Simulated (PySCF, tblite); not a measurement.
A database entry of computed molecular properties. Lists by class give the value and the number of equivalent atoms.

```json
{
 "formula": "C6H6FNO",
 "smiles": "C#C[C@@H]1C(=O)NC[C@@H]1F",
 "charge": 0,
 "multiplicity": 1,
 "geometry_level": "GFN2-xTB",
 "atoms_angstrom": [
  ["C", 1.797, 1.209, 1.691],
  ["C", 1.398, 0.7, 0.684],
  ["C", 0.862, 0.086, -0.515],
  ["C", -0.276, 0.995, -1.02],
  ["O", -0.167, 2.004, -1.664],
  ["N", -1.429, 0.444, -0.584],
  ["C", -1.287, -0.781, 0.163],
  ["C", 0.133, -1.232, -0.212],
  ["F", 0.709, -1.95, 0.803],
  ["H", 2.177, 1.656, 2.56],
  ["H", 1.653, -0.017, -1.26],
  ["H", -2.317, 0.901, -0.704],
  ["H", -2.049, -1.511, -0.119],
  ["H", -1.338, -0.608, 1.246],
  ["H", 0.13, -1.888, -1.091]
 ],
 "electronic_structure_code": "PySCF",
 "results": {
  "GFN2-xTB geometry": {
   "point_group": "C1",
   "rotational_constants_GHz": [2.189, 1.697, 1.151]
  },
  "CAM-B3LYP/def2-SVPD ground state and vertical TDDFT (core frozen in the response)": {
   "dipole_D": 3.32,
   "homo_eV": -8.93,
   "lumo_eV": 0.98,
   "S1_eV": 5.68,
   "strongest_line_of_8_singlets_eV": 7.2,
   "T1_tda_eV": 5.16,
   "polarisability_au": 75.4,
   "r2_bohr2_about_centre_of_nuclear_charge": 1044.8,
   "singlets_eV_and_f": [
    [5.68, 0.006],
    [6.5, 0.0],
    [6.72, 0.001],
    [6.81, 0.004],
    [7.1, 0.022],
    [7.2, 0.079],
    [7.4, 0.04],
    [7.91, 0.032]
   ],
   "triplets_tda_eV": [5.16, 5.44, 5.51]
  },
  "PBE0/pcSseg-1 ground state and GIAO shieldings, non-relativistic": {
   "shift_vs_computed_TMS_C_by_class_ppm": [
    [169.3, 1],
    [92.1, 1],
    [81.7, 1],
    [80.6, 1],
    [48.4, 1],
    [40.4, 1]
   ],
   "shift_vs_computed_TMS_H_by_class_ppm": [
    [5.37, 1],
    [4.06, 1],
    [3.84, 1],
    [3.62, 1],
    [3.3, 1],
    [1.72, 1]
   ],
   "shielding_other_nuclei_by_class_ppm": [
    ["N", 146.8, 1],
    ["O", -68.9, 1],
    ["F", 391.9, 1]
   ],
   "charges_hirshfeld_e_by_atom": [-0.1, -0.05, -0.03, 0.17, -0.29, -0.1, -0.03, 0.07, -0.1, 0.1, 0.07, 0.15, 0.05, 0.04, 0.05]
  },
  "GFN2-xTB harmonic vibrations, gas phase": {
   "strongest_ir_bands_cm-1_km_per_mol_modes": [
    [476.2, 105.2, 1],
    [1083.5, 42.7, 1],
    [1203.7, 112.4, 1],
    [1370.2, 80.7, 1],
    [1816.5, 686.8, 1],
    [2923.2, 50.9, 1]
   ],
   "zpe_kcal_per_mol": 67.9
  }
 }
}
```

In wavenumbers S1 is 45800 cm⁻¹ (1 eV = 8065.54 cm⁻¹). The zero-point energy, half the sum of the 39 harmonic wavenumbers, equals 23740 cm⁻¹ or 284 kJ/mol.

One conformer stands for the species.
